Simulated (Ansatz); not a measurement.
The same ligand exchange along the group Li, Na, K.

Calculated with Ansatz (gas phase, PBE0-D4/def2-TZVP geometries, no zero-point term in ΔE). CBS: MP2 limit from def2 TZ/QZ plus the TZ coupled-cluster correction, frozen cores. This one scheme is used for every species. Functionals use def2-TZVPP. For K, Li, Na outer-core shells are correlated without core-valence functions, which leaves a few kJ/mol of doubt a bond. Scalar relativity is left out up to krypton.

```csv
reaction,HF/CBS(def2) (kJ/mol),CCSD(T)/def2-SVP (kJ/mol),PBE0-D4 (kJ/mol)
`[Li][S]C` + H₂S → `[Li][SH]` + CH₃SH,-30,-20,-26
`C[S][Na]` + H₂S → `[Na][SH]` + CH₃SH,-32,-23,-27
`C[S][K]` + H₂S → `[SH][K]` + CH₃SH,-33,-22,-28
```

(1) Give the CCSD(T)/CBS values in the same order. (Best estimate.)

Largest T1 diagnostic: 0.010, for `C[S][Na]`.

## Answers

(1) Computed: -26, -27, -28 kJ/mol.
